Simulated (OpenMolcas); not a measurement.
Re3+ among 6 point charges of -1.7 e arranged as an octahedron (Oh), 1.78 Å from the ion.
```
   1.7800    0.0000    0.0000  -1.70
   0.0000    1.7800    0.0000  -1.70
  -1.7800    0.0000    0.0000  -1.70
   0.0000   -1.7800    0.0000  -1.70
   0.0000    0.0000    1.7800  -1.70
   0.0000    0.0000   -1.7800  -1.70
```

```yaml
Program: OpenMolcas 26.06
Method: CASSCF
Basis: ANO-RCC-VDZP [7s6p4d2f1g]
Scalar_Hamiltonian: DKH2, point nucleus
Active_space: 4 electrons in 5 orbitals (5d)
State_averaging: 2S+1 = 5 even, 5 roots; 2S+1 = 3 even, 45 roots; 2S+1 = 1 even, 50 roots
Spin-orbit_coupling: RASSI with atomic mean-field integrals over the reference wave functions
```

(1) What is the spin-free ground state (labels of O, the rotations of Oh)?

(2) Where is the first state of the same spin?

(3) What are the lowest two levels with spin-orbit coupling?

(4) What is χT at 300 K?

(5) Which ligand-field parameters describe the states?

Answers

(1) 3T1, 3-fold in its orbital part, 38 % from free-ion H terms; d4 allows 2S+1 = 5, so this is a state of lower spin.

(2) 3E at 21000 cm-1 above the ground state.

(3) A 1-fold level A1, then a 3-fold level T1 3118 cm-1 above it. Their leading multiplicities are 3 (79 %) and 3 (81 %).

(4) 0.23 cm3 K/mol.

(5) A least-squares ligand-field fit to the states below 45000 cm-1, each weighted by its degeneracy and with a free common offset, gives 10Dq = 23338 cm-1, B = 736 cm-1 and C = 2873 cm-1 (C/B = 3.90), with an rms deviation of 175 cm-1. 

Without dynamic correlation the repulsion within the d shell is too large (B by tens of per cent), so at a given field states of lower spin stand too high. This shell can be high or low spin here, a state of another spin lies low, and with metal d orbitals alone active their balance is uncertain, so the ground spin may be wrong, although the usual error favours high spin. Point charges carry no covalency, so the field is a model and not that of real ligands. No measured value stands beside these numbers.
